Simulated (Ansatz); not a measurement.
Basis sets compared for SnF₂ (the lowest singlet isomer of a short search). The state is a singlet with charge 0. Geometry PBE-D4/def2-TZVP. Ansatz on 4 threads of Arm Neoverse V1 on a shared host; times are rough, and most runs start from earlier orbitals.

```xyz
3

Sn    0.4227   -0.4954   -0.5750
F    -0.9523    0.8839   -0.8053
F     0.5296   -0.3886    1.3803
```

In the def2 sets Sn takes a core potential; there is no spin–orbit coupling. The structure comes from a short search, and lower isomers may exist.

Binding counts from free atoms (Sn triplet, F doublet) in the same basis, without a counterpoise term.

| level | functions | energy (Eh) | HOMO (eV) | LUMO (eV) | binding per atom (eV) | wall time |
| --- | --- | --- | --- | --- | --- | --- |
| PBE-D4/def2-SVP | 54 | -413.7157 | -7.18 | -3.31 | 3.56 | 0.35 s |
| PBE-D4/def2-TZVP (with forces) | 112 | -413.9900 | -7.51 | -3.53 | 3.65 | 0.7 s |
| r2SCAN-D4/def2-TZVP | 112 | -414.1707 | -7.86 | -3.47 | 3.49 | 1.3 s |
| PBE0-D4/def2-SVP | 54 | -413.7131 | -8.53 | -2.69 | 3.27 | 0.45 s |
| PBE0-D4/def2-TZVP | 112 | -413.9847 | -8.79 | -2.87 | 3.39 | 1 s |

Problem. Estimate the rows for PBE-D4/def2-TZVPD, r2SCAN-D4/def2-TZVPD, PBE0-D4/def2-TZVPD.

Solution. 
```
               level  functions  energy (Eh)  HOMO (eV)  LUMO (eV)  binding per atom (eV)  wall time
   PBE-D4/def2-TZVPD        136    -413.9935      -7.62      -3.62                   3.66     0.85 s
r2SCAN-D4/def2-TZVPD        136    -414.1735      -7.92      -3.51                   3.50      1.7 s
  PBE0-D4/def2-TZVPD        136    -413.9876      -8.86      -2.93                   3.40        1 s
```
